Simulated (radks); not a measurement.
Values are calculated unless marked as measured or tabulated.
Charge is removed step by step from the 1s up level of H, starting from 1s(up 1, down 0). Code: a radial shooting solver on a logarithmic mesh with Libxc functionals. Model: scalar-relativistic Kohn-Sham, LDA (Slater exchange, Perdew-Wang correlation), spin-polarised, spherical densities, finite nucleus; Gaussian nuclear charge, rms radius 0.8783 fm.

\begin{tabular}{lrr}
removed (e) & E - E(0) (eV) & eigenvalue (eV) \\ \hline
0 & 0.000 & -7.320 \\
0.25 & 2.197 & -10.290 \\
0.5 & 5.153 & -13.347 \\
0.75 & 8.850 & -16.127 \\
\end{tabular}

The mean slope of the eigenvalue, de/dn, is 11.7 eV per electron.
